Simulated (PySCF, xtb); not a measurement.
InFClBr, SMILES [F][In]([Cl])[Br].

GFN2-xTB run with xtb 6.7.1 at its own geometry gives an orbital gap of 2.62 eV and a dipole moment of 3.21 D.

The structure is a stationary point at PBE0-D3(BJ)/def2-SVP. The def2 effective core potentials stand for the cores of In; spin–orbit coupling is left out.

Problem. What does CAM-B3LYP/def2-TZVPD (PySCF) give? (Estimate from the structure and the level; the computed values follow.)

Solution. gap 8.12 eV (levels -10.49 and -2.37 eV), dipole 1.27 D.
